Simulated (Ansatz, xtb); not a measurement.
**BrH8NSi3: which of two isomers lies lower**

Structure I is `N[SiH2][Si@@H]([SiH3])Br`, a singlet and structure II is `N[Si]([SiH3])([SiH3])Br`, a singlet. Both are isolated molecules in the gas phase, relaxed with r2SCAN-D4/def2-SVP; the shapes shown needn't be the lowest conformers.

I (Å):

```yaml
atoms:
  - { symbol: Br, position_ang: [1.8809, 1.1936, -1.3399] }
  - { symbol: N, position_ang: [0.6932, -0.7473, 1.8393] }
  - { symbol: Si, position_ang: [-0.6027, 0.1102, 1.0626] }
  - { symbol: Si, position_ang: [-0.2493, 0.4056, -1.2544] }
  - { symbol: Si, position_ang: [-1.5810, 1.9863, -2.3640] }
  - { symbol: H, position_ang: [1.6228, -0.3382, 1.7675] }
  - { symbol: H, position_ang: [0.7566, -1.7495, 1.6781] }
  - { symbol: H, position_ang: [-1.8728, -0.6427, 1.2958] }
  - { symbol: H, position_ang: [-0.7022, 1.4810, 1.6484] }
  - { symbol: H, position_ang: [-0.2486, -0.8932, -2.0016] }
  - { symbol: H, position_ang: [-1.4915, 3.2872, -1.6349] }
  - { symbol: H, position_ang: [-1.1165, 2.1755, -3.7712] }
  - { symbol: H, position_ang: [-3.0077, 1.5339, -2.3750] }
```

II (Å):

```yaml
atoms:
  - { symbol: Br, position_ang: [2.3454, 0.5711, 0.8181] }
  - { symbol: N, position_ang: [0.0085, 0.1849, -1.6137] }
  - { symbol: Si, position_ang: [0.1807, 0.4066, 0.0906] }
  - { symbol: Si, position_ang: [-0.7874, 2.4545, 0.6868] }
  - { symbol: Si, position_ang: [-0.6560, -1.4871, 1.1863] }
  - { symbol: H, position_ang: [0.2840, -0.7002, -2.0328] }
  - { symbol: H, position_ang: [0.2287, 0.9539, -2.2425] }
  - { symbol: H, position_ang: [-0.1521, 3.5467, -0.1146] }
  - { symbol: H, position_ang: [-2.2585, 2.4508, 0.4162] }
  - { symbol: H, position_ang: [-0.5549, 2.7114, 2.1389] }
  - { symbol: H, position_ang: [-2.1217, -1.6478, 0.9347] }
  - { symbol: H, position_ang: [0.0569, -2.7004, 0.6778] }
  - { symbol: H, position_ang: [-0.4202, -1.3579, 2.6547] }
```

Problem. Estimate which is lower in electronic energy at CCSD(T)/def2-SVP + ΔMP2/def2-TZVPP, and by roughly how much.

Solution. The CCSD(T)/def2-SVP + ΔMP2/def2-TZVPP calculation puts structure II lower, by 3.5 kcal/mol.

Level by level:

```tsv
level	geometry	E(II) − E(I) (kcal/mol)	departure from the last row (kcal/mol)	job, with rough time for the two
GFN2-xTB	GFN2-xTB	+0.8	+4.4	optimisation, 2.8 s
HF/STO-3G	GFN2-xTB	+0.7	+4.3	single point, 4.9 s
r2SCAN-D4/def2-SVP//GFN2-xTB	GFN2-xTB	−0.2	+3.3	single point, 20 s
r2SCAN-D4/def2-SVP	r2SCAN-D4/def2-SVP	−4.5	−1.0	optimisation, 5.9 min
HF/def2-SVP	r2SCAN-D4/def2-SVP	−3.5	0.0	part of the CCSD(T) run
MP2/def2-SVP	r2SCAN-D4/def2-SVP	−4.7	−1.2	part of the CCSD(T) run
CCSD(T)/def2-SVP	r2SCAN-D4/def2-SVP	−4.5	−1.0	single point
CCSD(T)/def2-SVP + ΔMP2/def2-TZVPP	r2SCAN-D4/def2-SVP	−3.5		single point, 3.7 min
```

As drawn, both hold the same kinds of bond in the same numbers.

GFN2-xTB, HF/STO-3G put the two in the other order. r2SCAN-D4/def2-SVP//GFN2-xTB finds them nearly level. The largest departure from CCSD(T)/def2-SVP + ΔMP2/def2-TZVPP is that of GFN2-xTB, 4.4 kcal/mol. The last row adds to CCSD(T) the change of the MP2 difference between the two basis sets, here +1.0 kcal/mol.

With thermal terms from frequencies at re-optimised GFN2-xTB minima (ideal gas, soft modes damped towards free rotors, one conformer each, 298.15 K, 1 atm): the zero-point term adds −0.4 kcal/mol; ΔH is −3.6 and ΔG −4.2 kcal/mol.

The correlated steps freeze 25 core orbitals; the filled d shell of Br is correlated, in a basis made for valence electrons. Mirror images aren't counted in ΔG. Run with Ansatz 0.2.0, xtb 6.7.1; the last row on 2 threads of Intel(R) Xeon(R) Processor @ 2.50GHz (Skylake/Cascade Lake) on a shared host.
